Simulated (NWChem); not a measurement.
ZnH2Se; SMILES [ZnH][SeH]

Computed with NWChem. Coordinates come from a PBE-D3(BJ)/def2-SVP optimisation. Static field.

```json
[
 {"level": "PBE/def2-SVPD", "isotropic polarisability (bohr³)": "60.2", "anisotropy (bohr³)": "32.3"},
 {"level": "B3LYP/def2-SVPD", "isotropic polarisability (bohr³)": "58.4", "anisotropy (bohr³)": "30.5"},
 {"level": "LDA (Slater exchange, VWN5)/def2-SVPD", "isotropic polarisability (bohr³)": "60.5", "anisotropy (bohr³)": "33.6"},
 {"level": "BHandHLYP/def2-SVPD", "isotropic polarisability (bohr³)": "(withheld)", "anisotropy (bohr³)": "(withheld)"}
]
```

Complete the blanks.


- BHandHLYP/def2-SVPD, isotropic polarisability (bohr³): 55.7
- BHandHLYP/def2-SVPD, anisotropy (bohr³): 26.0
